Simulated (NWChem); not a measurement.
System: BiBr2F; SMILES [Br][Bi]([F])[Br]

The following NWChem deck was run.

```
start job
memory heap 200 mb stack 900 mb global 1100 mb
geometry units angstroms noautoz
  Bi    -0.651324     0.144385     0.000000
  F     -1.306970    -1.804547     0.000000
  Br     1.023961     0.013396     2.022749
  Br     1.023961     0.013396    -2.022749
end
basis spherical
  * library def2-svp
end
ecp
  Bi library def2-ecp
end
dft
  xc mn15-l
  iterations 150
  mulliken
end
task dft energy
```

Coordinates come from a PBE-D3(BJ)/def2-SVP optimisation. def2 effective core potentials on Bi; no spin-orbit coupling.

Question: What results follow from this input? (MN15-L/def2-SVP with def2 effective core potentials on Bi.) Quantities: energy (Ha); highest occupied level (eV); orbital gap (eV); dipole (D).

Answer: 
| Property | Value |
|---|---|
| energy (Ha) | -5461.56 |
| highest occupied level (eV) | -7.56 |
| orbital gap (eV) | 4.58 |
| dipole (D) | 4.33 |
